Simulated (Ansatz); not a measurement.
Te(SiH3)2 (H6Si2Te), SMILES [SiH3][Te][SiH3].

Geometry: B3LYP-D3(BJ)/def2-SVP. The def2 effective core potentials stand for the cores of Te; spin–orbit coupling is left out.

Two levels are set side by side: PBE/def2-SVPD (Ansatz, a first-principles code) and PBE0/def2-SVPD (Ansatz). Energy differences of separate SCF runs at the same geometry; the states with an electron removed or added have multiplicity 2 and 2. Differences are taken from unrounded values.

| quantity | PBE |
|---|---|
| vertical ionisation energy (eV) | 8.27 |
| vertical singlet–triplet gap (eV) | 3.82 |

Q: These are the PBE values. What does PBE0 give? (Estimate from the structure and the level; the computed values follow.)

A: 
```tsv
quantity	PBE0	PBE minus PBE0
vertical ionisation energy (eV)	8.35	-0.08
vertical singlet–triplet gap (eV)	3.96	-0.14
```
